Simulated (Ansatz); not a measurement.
System: BHSeF, charge 0, doublet. BHSeF (SMILES F[B][SeH], doublet).
B3LYP-D3(BJ)/def2-TZVP minimum from Ansatz (a program for electronic structure):
```
B
F 1 1.3076
Se 1 1.9525 2 122.07
H 3 1.4694 1 93.13 2 180.00
```
Charge 0, spin multiplicity 2.

Total energies in cc-pVTZ, 17 correlated electrons, 16 frozen orbitals. UHF or UKS for unpaired electrons; spin-orbit terms are left out. Cores are frozen in correlated methods (noble-gas shells, and filled d and f shells in the p block). No relativity.

```json
[
 {"method": "HF", "program": "Ansatz", "energy (Eh)": "-2524.65979", "minus CCSDT(Q) (mEh)": "518.74"},
 {"method": "MP2", "program": "Ansatz", "energy (Eh)": "-2525.13557", "minus CCSDT(Q) (mEh)": "42.97"},
 {"method": "CCSD", "program": "Ansatz", "energy (Eh)": "-2525.15767", "minus CCSDT(Q) (mEh)": "20.87"},
 {"method": "CCSD(T)", "program": "Ansatz", "energy (Eh)": "-2525.17668", "minus CCSDT(Q) (mEh)": "1.85"},
 {"method": "CCSDT(Q)", "program": "Ansatz", "energy (Eh)": "-2525.17854", "minus CCSDT(Q) (mEh)": "0.00"}
]
```

Rough core times of Ansatz's runs on a shared machine: CCSD(T) 30 s, CCSDT(Q) 70 min.
